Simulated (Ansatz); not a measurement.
Geometry optimisation, UKS PBE/def2-SVP in Ansatz.

The input (input.yaml):

```yaml
crystal:
  periodic: [false, false, false]
  atoms:
    - { symbol: Ga, position_ang: [-0.13777, -0.869392, -0.519155] }
    - { symbol: Cl, position_ang: [0.042001, -0.189912, 2.848537] }
    - { symbol: O, position_ang: [1.353758, -0.059492, -1.20803] }
    - { symbol: H, position_ang: [2.174958, -0.455184, -0.85954] }
    - { symbol: "N", position_ang: [-1.70604, -0.11425, -1.215592] }
    - { symbol: H, position_ang: [-2.573723, -0.349582, -0.718484] }
    - { symbol: H, position_ang: [-1.656242, 0.912033, -1.312435] }
    - { symbol: Si, position_ang: [-1.7e-05, 0.010662, 4.955839] }
    - { symbol: H, position_ang: [-0.74401, -1.159203, 5.527027] }
    - { symbol: H, position_ang: [1.411625, 0.029846, 5.461189] }
    - { symbol: H, position_ang: [-0.69654, 1.292574, 5.302943] }
magnetization:
  spin_polarized: true
  initial_magnetization: 1
basis:
  gaussian: { orbitals: def2-SVP }
hamiltonian:
  xc: pbe
relax:
  f_tol: 0.03
  max_steps: 50
```

Run as:

```bash
$ ansatz run input.yaml --threads 4 --pin off --max-ram 5120MiB --backend cpu --events-out ev --progress --plain --runs-dir out
```

Question: Where does it end, and by what steps?

Answer: It converged. The force dipped under the threshold on the way, but the program's further checks kept it going. After 47 steps the energy has fallen by 0.197 eV; O3 moved furthest, 2.23 Å.

```json
{"step": "0", "energy less start (eV)": "0.0000", "largest force component (eV/Å)": "0.400", "accepted": "yes"}
{"step": "2", "energy less start (eV)": "-0.0061", "largest force component (eV/Å)": "0.032", "accepted": "yes"}
{"step": "4", "energy less start (eV)": "-0.0065", "largest force component (eV/Å)": "0.037", "accepted": "yes"}
{"step": "6", "energy less start (eV)": "-0.0068", "largest force component (eV/Å)": "0.044", "accepted": "yes"}
{"step": "8", "energy less start (eV)": "-0.0071", "largest force component (eV/Å)": "0.029", "accepted": "yes"}
{"step": "10", "energy less start (eV)": "-0.0074", "largest force component (eV/Å)": "0.062", "accepted": "yes"}
{"step": "12", "energy less start (eV)": "-0.0091", "largest force component (eV/Å)": "0.122", "accepted": "yes"}
{"step": "14", "energy less start (eV)": "-0.0137", "largest force component (eV/Å)": "0.211", "accepted": "yes"}
{"step": "16", "energy less start (eV)": "-0.0201", "largest force component (eV/Å)": "0.063", "accepted": "yes"}
{"step": "18", "energy less start (eV)": "-0.0278", "largest force component (eV/Å)": "0.166", "accepted": "yes"}
{"step": "20", "energy less start (eV)": "-0.0353", "largest force component (eV/Å)": "0.285", "accepted": "yes"}
{"step": "22", "energy less start (eV)": "-0.0406", "largest force component (eV/Å)": "0.344", "accepted": "yes"}
{"step": "24", "energy less start (eV)": "-0.0504", "largest force component (eV/Å)": "0.062", "accepted": "yes"}
{"step": "26", "energy less start (eV)": "-0.0576", "largest force component (eV/Å)": "0.062", "accepted": "yes"}
{"step": "28", "energy less start (eV)": "-0.0817", "largest force component (eV/Å)": "0.201", "accepted": "yes"}
{"step": "30", "energy less start (eV)": "-0.1208", "largest force component (eV/Å)": "0.260", "accepted": "yes"}
{"step": "32", "energy less start (eV)": "-0.1622", "largest force component (eV/Å)": "0.286", "accepted": "yes"}
{"step": "34", "energy less start (eV)": "-0.1780", "largest force component (eV/Å)": "0.222", "accepted": "yes"}
{"step": "36", "energy less start (eV)": "-0.1844", "largest force component (eV/Å)": "0.036", "accepted": "yes"}
{"step": "38", "energy less start (eV)": "-0.1895", "largest force component (eV/Å)": "0.054", "accepted": "yes"}
{"step": "40", "energy less start (eV)": "-0.1927", "largest force component (eV/Å)": "0.102", "accepted": "yes"}
{"step": "42", "energy less start (eV)": "-0.1951", "largest force component (eV/Å)": "0.105", "accepted": "yes"}
{"step": "44", "energy less start (eV)": "-0.1966", "largest force component (eV/Å)": "0.056", "accepted": "yes"}
{"step": "46", "energy less start (eV)": "-0.1973", "largest force component (eV/Å)": "0.033", "accepted": "yes"}
{"step": "47", "energy less start (eV)": "-0.1974", "largest force component (eV/Å)": "0.021", "accepted": "yes"}
```

```xyz
11
Properties=species:S:1:pos:R:3
Ga -0.057 -0.707 -0.123
Cl -0.841 -1.586 2.714
O 0.928 0.473 0.920
H 1.875 0.239 0.920
N -1.683 0.044 -0.684
H -2.344 -0.627 -1.093
H -2.172 0.542 0.075
Si 0.274 -0.059 3.670
H -0.040 -0.281 5.124
H 1.741 -0.282 3.474
H -0.216 1.292 3.264
```

Whether the end is a true minimum wasn't checked by a vibrational analysis.

Time of the run: 2.1 min on 4 threads of Intel(R) Xeon(R) Platinum 8259CL CPU @ 2.50GHz (Skylake/Cascade Lake), with other jobs on the host, peak memory 0.26 GiB.
